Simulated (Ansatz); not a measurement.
C₂H₅ClSSi, SMILES `C=C[SiH](S)Cl`, relaxed with RKS PBE-D4/def2-SVP in the Gaussian-basis code of Ansatz from a rough embedded geometry. The force threshold is 0.03 eV/Å; the program also tests the step.

Total charge 0; spin multiplicity 1.

Start:

```xyz
10

C    -1.479    0.561   -0.617
C    -0.180    0.637   -0.594
Si    0.859    0.036    0.749
S     0.371   -1.960    1.291
Cl    2.753   -0.051   -0.088
H    -2.124    0.206    0.141
H    -2.016    1.001   -1.509
H     0.410    1.071   -1.441
H     0.921    0.969    1.963
H     0.484   -2.468    0.105
```

Problem. How much energy does the relaxation release, and in how many steps? (An estimate is asked.)

Solution. The calculation gave: 10.51 kcal/mol, in 12 steps, 1 of them rejected.

Problem. Which bonds change most? (An estimate is asked.)

Solution. Ansatz gave: S4–H10 from 1.295 to 1.364 Å; C2–Si3 from 1.801 to 1.870 Å; C1–C2 from 1.301 to 1.348 Å; C1–H6 from 1.057 to 1.104 Å.

Problem. Give the relaxed structure. (Estimate.)

Solution. Ansatz gave: 
```xyz
10

C    -1.427    0.420   -0.760
C    -0.155    0.818   -0.563
Si    0.984    0.058    0.710
S     0.185   -1.778    1.503
Cl    2.839   -0.219   -0.214
H    -1.871   -0.399   -0.166
H    -2.077    0.893   -1.516
H     0.255    1.639   -1.181
H     1.209    0.922    1.914
H     0.058   -2.355    0.273
```
